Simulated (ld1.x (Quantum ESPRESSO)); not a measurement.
## platinum (Pt): variants of one TM potential

Base potential:

* Element: platinum (Pt)
* Generator: ld1.x (Quantum ESPRESSO) 7.5
* Type: norm-conserving Troullier–Martins (Kleinman–Bylander form)
* Functional: PBEsol
* Relativity: scalar-relativistic
* Frozen core: [Kr] 4d10 4f14 5s2
* Valence charge: 16
* Reference configuration: 5p6 5d9 6s0 6p1
* Partial waves: 6s (bound, empty): rc 1.80 bohr; 5d (bound): rc 2.25 bohr; 5p (bound): rc 1.80 bohr
* Local potential: the p channel
* Core correction: Bessel-smoothed model core inside 0.90 bohr

Occupied shells without a wave of their own: 6p. They enter only through the test configuration that unscreens the potential, and ld1.x also counts them in the model core charge.

All-electron outer shells of the reference configuration (PBEsol, scalar-relativistic, ld1.x):

```
shell  level (eV)  outermost node (bohr)  outermost maximum (bohr)
   5s     -103.94                   0.49                      0.87
   4f      -72.17                      –                      0.38
   5p      -58.12                   0.53                      0.98
   5d       -8.14                   0.57                      1.26
   6s       -7.17                   1.14                      2.32
   6p       -1.82                   1.36                      3.42
```

Cutoffs, loose and tight: the cutoffs (Ry, on a coarse ladder) from which the occupation-weighted sum of valence levels, in a spherical-Bessel basis at the reference potential, stays within 10 and 1 mRy of its value at 400 Ry. They do not see the model core or the augmentation charge, which bear on the density cutoff. Test errors are all-electron minus pseudo excitation energies from the reference, over the configurations 5p6 5d9 6s1 6p0; 5p6 5d9 6s0 6p0; 5p6 5d8 6s0 6p0; 5p6 5d7 6s0 6p0; 5p6 5d8 6s2 6p0; 5p6 5d6 6s0 6p0; 5p6 5d8 6s1 6p1. A dash means not determined; rows that change the core or the reference have their own tests. The largest error is taken over the tests solved by every variant that gives reliable tests at all: 5p6 5d6 6s0 6p0; 5p6 5d7 6s0 6p0; 5p6 5d8 6s0 6p0; 5p6 5d9 6s0 6p0.

With those shells counted twice in exchange and correlation these files are broken, and their errors move erratically; no question is asked of them.

A true bound ghost makes a file unfit for plane-wave use even where its test errors are small: the radial tests pick states by their node count and pass the ghost by. Where a test does run into it, the solver fails or the error is huge.

| change | outcome | cutoff, loose | cutoff, tight | bound ghosts | largest test error (meV) |
| --- | --- | --- | --- | --- | --- |
| base | generated, misses its reference levels by 0.21 eV | 40 Ry | 60 Ry | s | -1845 |
| wave 6s (bound): rc 1.80 bohr becomes 6s (bound): rc 1.18 bohr | generated, misses its reference levels by 0.21 eV | 40 Ry | 60 Ry | s | -1844 |
| wave 6s (bound): rc 1.80 bohr becomes 6s (bound): rc 1.32 bohr | generated, misses its reference levels by 0.21 eV | 40 Ry | 60 Ry | s | -1845 |
| wave 6s (bound): rc 1.80 bohr becomes 6s (bound): rc 1.58 bohr | generated, misses its reference levels by 0.21 eV | 40 Ry | 60 Ry | s | -1844 |
| wave 6s (bound): rc 1.80 bohr becomes 6s (bound): rc 1.76 bohr | generated, misses its reference levels by 0.21 eV | 40 Ry | 60 Ry | s | -1845 |
| wave 6s (bound): rc 1.80 bohr becomes 6s (bound): rc 1.98 bohr | generated, misses its reference levels by 0.21 eV | 40 Ry | 60 Ry | s | -1845 |
| wave 6s (bound): rc 1.80 bohr becomes 6s (bound): rc 2.16 bohr | generated, misses its reference levels by 0.21 eV | 40 Ry | 60 Ry | s | -1844 |
| wave 6s (bound): rc 1.80 bohr becomes 6s (bound): rc 2.36 bohr | generated, misses its reference levels by 0.21 eV | 40 Ry | 60 Ry | s | -1845 |
| wave 6s (bound): rc 1.80 bohr becomes 6s (bound): rc 2.52 bohr | generated, misses its reference levels by 0.21 eV | 40 Ry | 60 Ry | s | -1844 |
| wave 6s (bound): rc 1.80 bohr becomes 6s (bound): rc 2.64 bohr | generated, misses its reference levels by 0.21 eV | 40 Ry | 60 Ry | s | -1845 |

Reading the sweep of the s radius (base included, trends over the rows without a ghost): Bound ghosts are found at 1.18, 1.32, 1.58, 1.76, 1.8, 1.98, 2.16, 2.36, 2.52, 2.64 bohr. Every judged row has one, so this setting neither creates nor removes them.
